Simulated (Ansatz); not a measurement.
Calculated with Ansatz (gas phase, PBE0-D4/def2-TZVP geometries, no zero-point term in ΔE). CBS: MP2 limit from def2 TZ/QZ plus the TZ coupled-cluster correction, frozen cores. This one scheme is used for every species. DFT in def2-TZVPP. B3LYP here is the variant with VWN-RPA as its local correlation; programs differ in this. One conformer a species, not always the lowest.

Consider the formal exchange of groups at a C–O bond: `OCCCCCO` + `CC` → `CCCCCCCO` + H₂O.

Problem. Is it downhill or uphill in electronic energy at CCSD(T)/CBS, and by how much? (An estimate is asked.)

Solution. Computed: Downhill: ΔE = -49.7 kJ/mol.

Problem. What do these levels give: r2SCAN-D4, ωB97X-V, ωB97M-V, PBE-QIDH, B3LYP, CAM-B3LYP, RPA@PBE/def2-TZVPP, HF/def2-SVP, CCSD/def2-SVP, MP2/def2-TZVPP, MP2/def2-QZVPP, CCSD/CBS(def2)? (An estimate is asked.)

Solution. Ansatz gave: r2SCAN-D4 -38.3, ωB97X-V -38.0, ωB97M-V -41.0, PBE-QIDH -44.2, B3LYP -26.9, CAM-B3LYP -29.8, RPA@PBE/def2-TZVPP -41.3, HF/def2-SVP -16.5, CCSD/def2-SVP -31.8, MP2/def2-TZVPP -52.4, MP2/def2-QZVPP -55.2, CCSD/CBS(def2) -48.0 kJ/mol.

Largest T1 diagnostic among the species: 0.010.

Leaving LDA and LC-ωPBE aside and taking each functional with its dispersion term where it has one, the values, not all of them listed here, spread over 10.0 kJ/mol, from PBE-QIDH to BLYP-D4. LDA lies −8.8 kJ/mol from PBE without D4. At CCSD(T), def2-SVP lies +16.7 kJ/mol from the extrapolated value and def2-TZVPP +4.4 kJ/mol. In def2-TZVPP, CCSD(T) changes the Hartree–Fock value by −19.7 kJ/mol (the triples alone add −1.7 kJ/mol) and MP2 by −26.8 kJ/mol.
